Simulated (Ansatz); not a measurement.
Input and output for (CuNH2)2 ring (Cu2N2H4).

```yaml
crystal:
  periodic: [false, false, false]
  atoms:
    - {symbol: Cu, position_ang: [-0.772999, -0.653502, -0.455458]}
    - {symbol: N, position_ang: [-0.913139, 0.141940, 1.346063]}
    - {symbol: Cu, position_ang: [0.772931, 0.653679, 0.455395]}
    - {symbol: N, position_ang: [0.913100, -0.141894, -1.346091]}
    - {symbol: H, position_ang: [-0.895963, -0.456514, 2.175744]}
    - {symbol: H, position_ang: [-1.626480, 0.848553, 1.542667]}
    - {symbol: H, position_ang: [1.626391, -0.848638, -1.542419]}
    - {symbol: H, position_ang: [0.896148, 0.456386, -2.175900]}
basis:
  gaussian: {orbitals: def2-TZVP, fitting: {mean_field: def2-universal-jkfit}}
hamiltonian: {xc: {name: PBE0}, dispersion: d3bjatm}
scf: {lower_state_search: off}
output: {forces: true}
```

```sh
$ ansatz run in.yaml --threads 4 --pin off --events-out ev --progress --plain --max-ram 3916MiB
```

Output, abridged:

```
Functional definition: PBE0
754 factors; integrals over basis functions are off by at most 4.0e-1 eV
mean field evaluation 1: about -92295.0116 eV, gradient 1.1e2 eV
mean field evaluation 2: about -91980.5880 eV, gradient 5.6e2 eV
mean field evaluation 4: about -92311.6071 eV, gradient 3.0e1 eV
mean field evaluation 8: about -92312.5925 eV, gradient 3.0e-1 eV
mean field evaluation 16: about -92312.5924 eV, gradient 1.8e-4 eV
mean field -92312.59239074 eV, -3392.4251986372 hartree, gradient 5.5e-6 eV, S^2 0.000000; 0 other end points of the search recorded, 0 dependent functions left out
reference -92312.59242808 eV, -3392.4252000094 hartree; 38, 38 occupied and 138, 138 virtual orbitals, 754 factors
Total energy: -92312.75691788 eV, -3392.4312448981 hartree
Atom 0 at    -0.772999    -0.653502    -0.455458 Å, force    -0.630875    -0.533406    -0.371798 eV/Å
Atom 1 at    -0.913139     0.141940     1.346063 Å, force    -0.439369     0.068339     0.647867 eV/Å
Atom 2 at     0.772931     0.653679     0.455395 Å, force     0.630697     0.533432     0.371691 eV/Å
Atom 3 at     0.913100    -0.141894    -1.346091 Å, force     0.439739    -0.068662    -0.647632 eV/Å
Atom 4 at    -0.895963    -0.456514     2.175744 Å, force     0.050789     0.216980    -0.397572 eV/Å
Atom 5 at    -1.626480     0.848553     1.542667 Å, force     0.326476    -0.275556    -0.158607 eV/Å
Atom 6 at     1.626391    -0.848638    -1.542419 Å, force    -0.326448     0.275693     0.158350 eV/Å
Atom 7 at     0.896148     0.456386    -2.175900 Å, force    -0.051009    -0.216819     0.397702 eV/Å
Dipole moment:     0.000037    -0.000016     0.000026 e Å
Checks for a lower state left out: stability, starts, cluster_reference, orbital_swaps, neighbouring_geometries, increment
```

Hardware: 4 threads of Arm Neoverse V2 on a shared host. Wall time 1.9 s.
